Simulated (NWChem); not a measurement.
Molecule: WOCl$_{4}$; SMILES [O]=[W]([Cl])([Cl])([Cl])[Cl]

```xyz
6

W      0.0000     0.0000     0.1456
O      0.0000     0.0000     1.8137
Cl     0.5622     2.1606    -0.4059
Cl    -0.5622    -2.1606    -0.4059
Cl    -2.1606     0.5622    -0.4059
Cl     2.1606    -0.5622    -0.4059
```
Atoms are numbered in this order, from 1.

Geometry: optimised at PBE0/def2-SVP. No frequency run checked for a minimum. B3LYP is NWChem's, with the RPA form of VWN correlation. def2 effective core potentials on W; no spin-orbit coupling.

List the 4 lowest vertical singlet excitations from B3LYP/def2-SVP with def2 effective core potentials on W, full TDDFT (NWChem).


| state | energy (eV) | oscillator strength | leading excitation (squared amplitude) |
|---|---|---|---|
| S1 | 2.86 | 0.000 | HOMO → LUMO (0.98) |
| S2 | 3.07 | 0.000 | HOMO−3 → LUMO (1.00) |
| S3 | 3.26 | 0.011 | HOMO−1 → LUMO (0.45) |
| S4 | 3.26 | 0.011 | HOMO−2 → LUMO (0.45) |
